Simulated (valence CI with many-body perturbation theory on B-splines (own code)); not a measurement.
**W34+: what each term of the Hamiltonian does**

Computed by relativistic CI+MBPT: four valence electrons over a frozen Dirac-Fock core [Kr], a basis of 9 s, 9 p, 10 d, 8 f, 5 g, 3 h, 1 i functions for each j, with the one-electron correlation potential Σ1, the two-electron term Σ2, the three-electron term Σ3, Breit, model QED; selected CI, second order for the rest (own B-spline code, finite nucleus).

The last digits are not significant, and no measured levels were compared; by estimate large intervals hold to a few tenths of a per cent, small ones and those within an open d or f shell to about a per cent. Only levels of the ground parity were solved; by the run's estimate the other parity begins above the list, which can be wrong where configurations are misplaced.

Each rung adds one term. CI alone is the Dirac-Coulomb CI over the frozen core; QED comes last and gives the full result, which names the levels. Energies are above (4d3/2^4) J=0 on the same rung, in cm⁻¹.

Levels are named by their leading jj configuration (3d3/2^4 stands for four electrons in 3d with j = 3/2), which in mixed levels can hold well under half, so a name can repeat and another be missing. Letters in brackets count levels of one name in rising energy.

| Level | CI alone |
| --- | --- |
| (4d3/2^3 4d5/2) J=1 | 117462 |
| (4d3/2^3 4d5/2) J=4 | 161808 |
| (4d3/2^3 4d5/2) J=2 | 161283 |
| (4d3/2^3 4d5/2) J=3 | 174468 |
| (4d3/2^2 4d5/2^2) J=0 [a] | 264181 |
| (4d3/2^2 4d5/2^2) J=2 [a] | 271141 |
| (4d3/2^2 4d5/2^2) J=4 [a] | 277104 |
| (4d3/2^2 4d5/2^2) J=3 [a] | 281611 |
| (4d3/2^2 4d5/2^2) J=5 | 299718 |
| (4d3/2^2 4d5/2^2) J=1 | 306056 |
| (4d3/2^2 4d5/2^2) J=6 | 312493 |
| (4d3/2^2 4d5/2^2) J=3 [b] | 323045 |
| (4d3/2^2 4d5/2^2) J=4 [b] | 325195 |
| (4d3/2^2 4d5/2^2) J=2 [b] | 326820 |
| (4d3/2^2 4d5/2^2) J=2 [c] | 362372 |
| (4d3/2^2 4d5/2^2) J=4 [c] | 378666 |

Task: What do these energies become with core correlation, Breit and QED?

Result: (4d3/2^3 4d5/2) J=1 116526 (-936); (4d3/2^3 4d5/2) J=4 156154 (-5654); (4d3/2^3 4d5/2) J=2 157790 (-3492); (4d3/2^3 4d5/2) J=3 169372 (-5096); (4d3/2^2 4d5/2^2) J=0 [a] 261704 (-2477); (4d3/2^2 4d5/2^2) J=2 [a] 267122 (-4019); (4d3/2^2 4d5/2^2) J=4 [a] 271496 (-5608); (4d3/2^2 4d5/2^2) J=3 [a] 275756 (-5856); (4d3/2^2 4d5/2^2) J=5 290907 (-8811); (4d3/2^2 4d5/2^2) J=1 300772 (-5284); (4d3/2^2 4d5/2^2) J=6 301944 (-10549); (4d3/2^2 4d5/2^2) J=3 [b] 314441 (-8604); (4d3/2^2 4d5/2^2) J=4 [b] 315589 (-9606); (4d3/2^2 4d5/2^2) J=2 [b] 319176 (-7644); (4d3/2^2 4d5/2^2) J=2 [c] 357209 (-5164); (4d3/2^2 4d5/2^2) J=4 [c] 369079 (-9587).

Task: How does the ionisation energy move along the ladder, and which term matters most?

Result: CI alone 1452.1, + Σ1 1454.9, + Σ2 1457.2, + Σ3 1457.3, + Breit 1456.3, + QED 1456.4 eV. The largest step is Σ1, 2.7 eV. NIST lists 1459.9 ± 1.5 eV (semi-empirical).
